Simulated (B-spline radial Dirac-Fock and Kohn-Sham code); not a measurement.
## Total and shell-resolved photoionisation of Cu⁷⁺

System: copper as Cu⁷⁺ in the configuration [Ar] 3d4.

Input of the calculation (task.json; shells as n, l, electrons):

```json
{"items": [{
  "Z": 29,
  "q": 7,
  "cfg": [[1, 0, 2], [2, 0, 2], [2, 1, 6], [3, 0, 2], [3, 1, 6], [3, 2, 4]],
  "A": 63,
  "rrms": 3.8823,
  "do": ["binding", "quiet", "photo", "scan"],
  "hv": [29.0, 36.6, 94.4, 120.0, 157.0, 197.0, 299.0, 301.0, 689.0, 717.0, 817.0, 847.0, 1670.0, 7380.0, 7620.0, 18500.0, 25000.0, 46200.0, 50200.0, 56000.0, 60100.0, 62200.0, 86800.0, 130000.0]
}]}
```

Launch: `python xray_run.py task.json out`

The computed values come from a B-spline atomic structure program: the independent-particle Dirac-Slater model, thresholds from Dirac-Fock.

Computed thresholds (eV): K 9163.2, L1 1287.7, L2 1139.9, L3 1119.8, M1 290.0, M2 240.1, M3 237.1, M4 164.3, M5 163.9.

| photon energy (eV) | total (b) | K (%) | L (%) | M (%) |
| --- | --- | --- | --- | --- |
| 197 | 2.120e+06 | – | – | 100.0 |
| 299 | 1.836e+06 | – | – | 100.0 |
| 301 | 1.814e+06 | – | – | 100.0 |
| 689 | 353300 | – | – | 100.0 |
| 717 | 324200 | – | – | 100.0 |
| 817 | 243300 | – | – | 100.0 |
| 847 | 224600 | – | – | 100.0 |
| 1670 | 368000 | – | 87.5 | 12.5 |
| 7380 | 6846 | – | 86.3 | 13.7 |
| 7620 | 6258 | – | 86.3 | 13.7 |
| 18500 | 4383 | 88.7 | 9.7 | 1.6 |
| 25000 | 1877 | 89.0 | 9.4 | 1.5 |
| 46200 | 313.4 | 89.4 | 9.1 | 1.5 |
| 50200 | 244.7 | 89.4 | 9.1 | 1.5 |
| 56000 | 176.5 | 89.4 | 9.1 | 1.5 |
| 60100 | 142.7 | 89.5 | 9.0 | 1.5 |
| 62200 | 128.7 | 89.5 | 9.0 | 1.5 |
| 86800 | 46.88 | 89.5 | 9.0 | 1.5 |
| 130000 | 13.66 | 89.6 | 8.9 | 1.5 |

Problem. With what power of the photon energy does the total fall between 86800 and 130000 eV?

Solution. As E^-3.05. The non-relativistic Born limit for an s electron far above threshold is E^-3.5; near threshold and at relativistic energies the fall is slower.

Run: 1.7 s of CPU time on 1 thread of Neoverse-V2 (shared host), peak memory 0.38 GiB.
